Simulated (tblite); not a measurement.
Species: C3H5Cl3S2Si.
Structure used (GFN2-xTB), in Å, numbered top down from 1:
```xyz
14
C3H5Cl3S2Si angstrom
Cl     2.8593   -2.3965    0.1709
C      2.3841   -0.6901    0.0870
Cl     3.5194    0.2621    1.0624
Cl     2.4705   -0.1470   -1.5994
Si     0.6009   -0.5036    0.7994
S     -0.0070    1.5346    0.7311
C     -1.7023    1.1383    0.1649
C     -1.6720    0.1205   -0.9493
S     -0.8896   -1.4445   -0.3985
H      0.6264   -1.0731    2.1371
H     -2.2658    0.7732    1.0224
H     -2.1344    2.0761   -0.1815
H     -1.1083    0.4897   -1.8052
H     -2.6817   -0.1402   -1.2635
```

All values are computed: GFN2-xTB (tblite) harmonic vibrations without scaling, gas phase. Against measured fundamentals such values can be off by several per cent, at times by over 20. Modes of hydrogen on silicon can be 10 to 20 % off. One conformer, not necessarily the lowest.

Harmonic wavenumbers (cm⁻¹): 26.3, 39.4, 61.8, 99.6, 142.1, 145.7, 224.7, 236.9, 244.0, 272.5, 294.1, 410.6, 415.4, 523.9, 544.5, 577.5, 621.6, 641.1, 660.8, 685.4, 708.6, 842.5, 849.8, 933.2, 1035.2, 1079.3, 1136.4, 1226.8, 1253.4, 1428.4, 1439.4, 2333.0, 2990.3, 3001.6, 3005.1, 3008.1.

A = 1011, B = 501.4, C = 429.9 MHz; mass 237.867 u (most abundant isotopes); point group C1, symmetry number 1.

Q: What is the zero-point energy?

A: ½Σν̃ = 16570 cm⁻¹ = 198.21 kJ/mol.

Q: Give the ideal-gas entropy at 298.15 K and 1 bar in the rigid-rotor, harmonic-oscillator model (classical rotation).

A: Translation 177.10, rotation 132.50, vibration 164.52: S = 474.1 J/(mol K).

Q: And Cp and H(298.15 K) − H(0)?

A: Cp = 176.98 J/(mol K), of which vibrations give 143.72 (their classical limit is 36 R = 299.3); H(298.15 K) − H(0) = 33.85 kJ/mol without the zero-point energy, 23.94 from vibrations.

Q: How do the functions run with temperature in this model?

A: 
```json
{"T (K)": "150", "S (J/(mol K))": "374.1", "Cp (J/(mol K))": "117.9", "H − H(0) (kJ/mol)": "11.77", "G − H(0) (kJ/mol)": "-44.34", "ln q(vib)": "5.06"}
{"T (K)": "250", "S (J/(mol K))": "444.5", "Cp (J/(mol K))": "159.9", "H − H(0) (kJ/mol)": "25.73", "G − H(0) (kJ/mol)": "-85.38", "ln q(vib)": "8.54"}
{"T (K)": "400", "S (J/(mol K))": "530.4", "Cp (J/(mol K))": "206.2", "H − H(0) (kJ/mol)": "53.44", "G − H(0) (kJ/mol)": "-158.73", "ln q(vib)": "13.32"}
{"T (K)": "600", "S (J/(mol K))": "621.8", "Cp (J/(mol K))": "243.5", "H − H(0) (kJ/mol)": "98.76", "G − H(0) (kJ/mol)": "-274.31", "ln q(vib)": "18.95"}
{"T (K)": "900", "S (J/(mol K))": "727.0", "Cp (J/(mol K))": "274.5", "H − H(0) (kJ/mol)": "176.92", "G − H(0) (kJ/mol)": "-477.38", "ln q(vib)": "26.14"}
```

q(vib) and H(0) count from the zero-point level.

Q: Which modes carry the vibrational entropy at 298.15 K?

A: 26.3 cm⁻¹: 25.48; 39.4 cm⁻¹: 22.13; 61.8 cm⁻¹: 18.40; 99.6 cm⁻¹: 14.49; 142.1 cm⁻¹: 11.61; 145.7 cm⁻¹: 11.41 J/(mol K); the other 30 give 60.99 together.

Q: What must be added to the electronic energy to get the Gibbs energy at 298.15 K and 1 bar?

A: ZPE + [H(298.15 K) − H(0)] − T·S = 198.21 + 33.85 − 141.36 = 90.70 kJ/mol.

Q: Blend soft modes into free rotors: weight 1/[1 + (100 cm⁻¹/ν̃)⁴] for the oscillator and the rest for a rotor with moment μB/(μ + B), μ = h/(8π²ν), B = 10⁻⁴⁴ kg m². What vibrational entropy results?

A: 144.96 J/(mol K) in place of 164.52, which changes −T·S at 298.15 K by +5.83 kJ/mol.

Hindered rotation and anharmonicity are outside this model. Other conformers, if any are populated, would add a mixing term that is left out. The structure is chiral; the term R ln 2 for an equal mix with its mirror image is left out.
